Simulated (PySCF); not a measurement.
selenium dioxide cation (O2Se), SMILES O=[Se]=O (connectivity only; charge and spin as stated), charge +1, multiplicity 2. Atoms are numbered in the order given.

```xyz
3

O      0.0000    -1.4158     0.5185
Se     0.0000     0.0000    -0.2440
O      0.0000     1.4158     0.5185
```
Charge +1, spin multiplicity 2.

Geometry optimised at r2SCAN-D4/def2-TZVP. The multiplicity is an assumed one; other spin states were not compared.

Method: TDA-M06-2X/def2-SVPD (PySCF).

Vertical excitations. The molecule is in vacuum.

Problem. Estimate the UV-visible absorptions. (Estimate from the structure and the level; the computed values follow.)

Solution. 
| state | energy (eV) | λ (nm) | f | main pairs |
|---|---|---|---|---|
| root 1 | 0.55 | 2250 | 0.000 | β HOMO−1→LUMO 95 % |
| root 2 | 0.61 | 2036 | 0.002 | β HOMO→LUMO 89 % |
| root 3 | 2.93 | 423 | 0.000 | α HOMO→LUMO 22 %, β HOMO→LUMO+1 75 % |
| root 4 | 3.08 | 403 | 0.001 | α HOMO−1→LUMO 52 %, β HOMO−1→LUMO+1 38 % |
| root 5 | 3.40 | 365 | 0.002 | α HOMO→LUMO 72 %, β HOMO→LUMO+1 23 % |
| root 6 | 3.58 | 347 | 0.005 | β HOMO−3→LUMO 91 % |
| root 7 | 3.61 | 344 | 0.002 | β HOMO−4→LUMO 58 %, β HOMO−1→LUMO+1 20 %, β HOMO−2→LUMO 16 % |
| root 8 | 3.85 | 322 | 0.012 | β HOMO−2→LUMO 63 %, β HOMO−4→LUMO 25 % |
| root 9 | 4.25 | 292 | 0.002 | α HOMO−2→LUMO 94 % |
| root 10 | 5.32 | 233 | 0.007 | α HOMO−3→LUMO 45 %, β HOMO−3→LUMO+1 45 % |
Unrestricted roots are not spin-pure.
